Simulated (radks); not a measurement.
Question: The copper ion Cu+, [Ar] 3d10. Method: non-relativistic Kohn-Sham, exchange-only PBE, spin-polarised, spherical densities, point nucleus; computed with a radial shooting solver on a logarithmic mesh with Libxc functionals. Every spin shell is full or empty, so the densities are truly spherical. Functionals are evaluated on that one density, not self-consistently. Rank these exchange functionals by their error against the exact value of the orbitals, and give that value: LDA, B88, RPBE, OPTX, EV93, APBE, revTPSS, MS2.

Answer: Exact: -65.3992 hartree. From best to worst, with 100 (|E| - |E exact|)/|E exact| (equal figures are ties): MS2 +0.02, RPBE +0.31, revTPSS -0.34, B88 +0.48, EV93 +0.66, APBE +0.91, OPTX +1.07, LDA -5.69.
